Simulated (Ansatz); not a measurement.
Species: H$_{3}$B, SMILES `B` (charge 0, multiplicity 1), formula H3B.

Task: How many basis functions does frozen-core CCSD(T)/cc-pVTZ // B3LYP-D3(BJ)/def2-TZVP (Ansatz, a first-principles code) use, how many core orbitals are frozen, and how many electrons are correlated?

Result: 72 basis functions and 1 frozen orbitals, which leaves 6 correlated electrons. Core time is of the order of seconds.
